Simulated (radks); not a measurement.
Values are calculated unless marked as measured or tabulated.
Q: The mean radii <r> (bohr) of the occupied orbitals of an atom or ion are listed with their occupations. Level of theory: Dirac Kohn-Sham, BLYP, spin-unpolarised, spherical densities, point nucleus (a radial shooting solver on a logarithmic mesh with Libxc functionals).

orbital  occ.      <r>
1s1/2       2  0.03111
2s1/2       2   0.1345
2p1/2       2   0.1141
2p3/2       4   0.1192
3s1/2       2   0.3683
3p1/2       2   0.3600
3p3/2       4   0.3709
3d3/2       4   0.3436
3d5/2       6   0.3471
4s1/2       2   0.9008
4p1/2       2   0.9589
4p3/2       4   0.9872
4d3/2       4    1.208
4d5/2       3    1.220
5p1/2       1    2.592

Name the element and its charge. Open shells, if any, fill j = l - 1/2 first.

A: Z = 47, silver, charge +3: Ag3+ in [Kr] 4d7 5p1. The 1s radius gives Z: for a bare nucleus <r> = (2 gamma + 1)/(2Z) with gamma = sqrt(1 - (Z/c)^2), 0.03062 bohr for Z = 47, and screening makes it slightly larger (0.03111 here). The occupations add up to 44, and the charge is Z minus that.
